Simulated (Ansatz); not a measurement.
Computed with Ansatz on PBE0-D4/def2-TZVP structures; ΔE is electronic, products minus reactants. CBS: MP2 limit from def2 TZ/QZ plus the TZ coupled-cluster correction, frozen cores. This one scheme is used for every species. Functionals use def2-TZVPP. def2 core potentials past Kr. For Hf, I outer-core shells are correlated without core-valence functions, which leaves a few kJ/mol of doubt a bond. Each species was taken in one conformer, which may not be the lowest.

`C[N](C)[Hf]([F])([N](C)C)[N](C)C` + HI → `C[N](C)[Hf]([I])([N](C)C)[N](C)C` + H–F  (ligand exchange at the Hf–F bond)

| level | ΔE (kJ/mol) |
| --- | --- |
| PBE | 13.6 |
| CCSD/def2-TZVPP | -2.4 |

(1) What does CCSD(T)/CBS give? (Best estimate.)

Largest T1 diagnostic among the species: 0.014.

Answers

(1) The calculation gave: -13.6 kJ/mol. The listed levels differ from it by 27.2, 11.2 kJ/mol.

Leaving LDA and LC-ωPBE aside and taking each functional with its dispersion term where it has one, the values, not all of them listed here, spread over 31.4 kJ/mol, from PBE-QIDH to BLYP-D4. LDA lies −8.5 kJ/mol from PBE without D4. From BLYP to BHLYP (50 % exact exchange), in def2-TZVPP and without D4, ΔE moves by −16.4 kJ/mol. At CCSD(T), def2-SVP lies +31.0 kJ/mol from the extrapolated value and def2-TZVPP +5.5 kJ/mol.
